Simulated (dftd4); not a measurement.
C₄H₅, doublet, at a GFN2-xTB geometry; D4 for r2scan (dftd4).

dftd4 was given this input:
```
$ dftd4 mol.xyz --func r2scan --charge 0 --json dftd4.json --noedisp --grad

# file mol.xyz
9

C     -0.02205061    -0.68473402     0.84115130
C     -0.00826608     0.63490979     0.88350398
C      0.00201276    -0.84177276    -0.65304234
C      0.01874293     0.70825289    -0.63453241
H     -0.01290424     1.39550575     1.63691836
H     -0.88690102    -1.29361008    -1.08611356
H      0.89519009    -1.31321238    -1.05535354
H      0.92842902     1.14581919    -1.04347686
H     -0.86644785     1.16556213    -1.07445758
```

It wrote (shortened):

```
                    ____  _____ _____     ____  _  _
      -------------|  _ \|  ___|_   _|---|  _ \| || |------------
     |             | | | | |_    | | ___ | | | | || |_           |
     |             | |_| |  _|   | ||___|| |_| |__   _|          |
     |             |____/|_|     |_|     |____/   |_|            |
     |             ===================================           |
     |            E. Caldeweyher, S. Ehlert & S. Grimme          |
     |          Mulliken Center for Theoretical Chemistry        |
     |                    University of Bonn                     |
      -----------------------------------------------------------

Rational (Becke-Johnson) damping: r2scan-D4-ATM
---------------------
  s6         1.0000
  s8         0.6019
  s9         1.0000
  a1         0.5156
  a2         5.7734
 alp        16.0000
--------------------

Dispersion energy:      -1.2704056975487E-03 Eh

Gradient norm:           3.5126005026140E-05 Eh/a0
--------------------------------------------------
     #    Z           dE/dx      dE/dy      dE/dz
--------------------------------------------------
     1    6 C     5.392E-07  1.788E-05 -1.985E-05
     2    6 C    -1.204E-08  5.922E-06  4.471E-06
     3    6 C     6.008E-08 -7.984E-06 -8.568E-06
     4    6 C    -3.372E-07 -1.117E-05  1.242E-05
     5    1 H    -6.263E-08  4.011E-07  3.884E-06
     6    1 H     1.466E-06 -1.523E-06  1.668E-06
     7    1 H    -1.556E-06 -1.490E-06  1.616E-06
     8    1 H    -1.958E-06 -9.979E-07  2.146E-06
     9    1 H     1.861E-06 -1.040E-06  2.212E-06
--------------------------------------------------

Virial:
--------------------------------------------------
      component           x          y          z
--------------------------------------------------
          x      -1.160E-05 -1.289E-06  1.151E-06
          y      -1.289E-06 -1.425E-05  7.297E-05
          z       1.151E-06  7.297E-05 -3.175E-05
--------------------------------------------------

[Info] Dispersion results written to 'dftd4.txt'
[Info] JSON dump of results written to 'dftd4.json'
```
